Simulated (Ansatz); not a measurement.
Rb3H3⁻. The state is a doublet with charge -1. Geometry PBE0-D4/def2-TZVPD.

```xyz
6

Rb    4.555   -2.675    0.957
Rb    0.042   -0.024    0.007
Rb   -3.317    1.949   -0.707
H     2.327   -1.367    0.492
H    -0.868    2.681   -0.290
H    -2.738   -0.563   -0.459
```

In the def2 sets Rb takes a core potential; there is no spin–orbit coupling. At LDA (SPW92)/def2-TZVPD, PBE-D4/def2-TZVPD, r2SCAN-D4/def2-TZVPD, r2SCANh-D4/def2-TZVPD and others the highest occupied level of the charge -1 doublet lies above zero (up to 0.60 eV). The electron is either unbound and held by the finite basis, or the level is raised by self-interaction error. Another isomer (quartet) lies 1.74 eV lower at PBE0-D4/def2-TZVPD; other spin states weren't run for this one.

(1) Estimate the α-spin orbital energies around the gap (eV) in Ansatz with LDA (SPW92)/def2-TZVPD, PBE-D4/def2-TZVPD, r2SCAN-D4/def2-TZVPD, r2SCANh-D4/def2-TZVPD, PBE0-D4/def2-TZVPD.

Results:

(1) 
```csv
orbital,LDA (SPW92)/def2-TZVPD,PBE-D4/def2-TZVPD,r2SCAN-D4/def2-TZVPD,r2SCANh-D4/def2-TZVPD,PBE0-D4/def2-TZVPD
HOMO−9,-12.49,-12.60,-13.14,-13.73,-14.32
HOMO−8,-12.45,-12.46,-13.02,-13.63,-14.19
HOMO−7,-12.30,-12.38,-12.89,-13.49,-14.11
HOMO−6,-11.85,-11.87,-12.34,-12.92,-13.48
HOMO−5,-11.69,-11.69,-12.15,-12.73,-13.31
HOMO−4,-11.54,-11.54,-11.98,-12.56,-13.17
HOMO−3,-1.48,-1.36,-1.41,-1.79,-2.31
HOMO−2,-1.08,-1.00,-1.09,-1.46,-1.94
HOMO−1,-0.88,-0.80,-0.89,-1.25,-1.74
HOMO,0.56,0.58,0.60,0.46,0.22
LUMO,0.76,0.76,1.22,1.30,1.15
LUMO+1,1.36,1.33,1.41,1.50,1.59
LUMO+2,1.38,1.35,1.43,1.53,1.62
LUMO+3,1.48,1.44,1.78,1.81,1.72
LUMO+4,1.60,1.56,1.79,1.84,1.80
LUMO+5,1.64,1.60,1.90,1.92,1.83
β HOMO,-0.88,-0.80,-0.89,-1.26,-1.74
β LUMO,0.77,0.81,0.93,0.98,1.15
```
